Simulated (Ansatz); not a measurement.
CeCl₃, doublet, at a GFN2-xTB geometry (such geometries of metal compounds can be far from the true shape) (core potentials on Ce); PBE/def2-SVP (Ansatz, a program for electronic structure).

Here is a job for Ansatz.
Ansatz 0.2 input:
```yaml
crystal:
  periodic: [false, false, false]
  atoms:
    - {symbol: Ce, position_ang: [-0.19997989, 0.17171609, 0.49563807]}
    - {symbol: Cl, position_ang: [-1.58911817, -1.32918991, -0.90375976]}
    - {symbol: Cl, position_ang: [0.35878579, 1.86556014, -1.22465596]}
    - {symbol: Cl, position_ang: [1.91261672, -1.12222513, 0.43741526]}
basis:
  gaussian:
    orbitals: def2-SVP
    occupation: {up: {"A'": 26, "A''": 15}, down: {"A'": 25, "A''": 15}}
hamiltonian:
  xc: pbe
magnetization: {spin_polarized: true, initial_magnetization: 1}
```

It wrote (shortened):

```
Functional definition: PBE
the irreps are read with x along [0.044, 0.073, 0.996], y along [0.854, -0.521, 0.000] and z along [0.519, 0.851, -0.085] of the geometry given
1241 factors; their error is unknown
mean field evaluation 1: about -50464.6101 eV, gradient 4.8e1 eV
mean field evaluation 2: about -50472.7743 eV, gradient 9.1e0 eV
mean field evaluation 4: about -50473.7775 eV, gradient 4.6e-1 eV
mean field evaluation 8: about -50473.7456 eV, gradient 7.5e-4 eV
mean field evaluation 16: about -50473.7456 eV, gradient 2.9e-6 eV
mean field -50473.74562890 eV, -1854.8759395285 hartree, gradient 2.9e-6 eV, S^2 0.751603; 0 other end points of the search recorded, 0 dependent functions left out
reference -50473.74570539 eV, -1854.8759423394 hartree; 41, 40 occupied and 91, 92 virtual orbitals, 1241 factors
Total energy: -50473.74570539 eV, -1854.8759423394 hartree
```
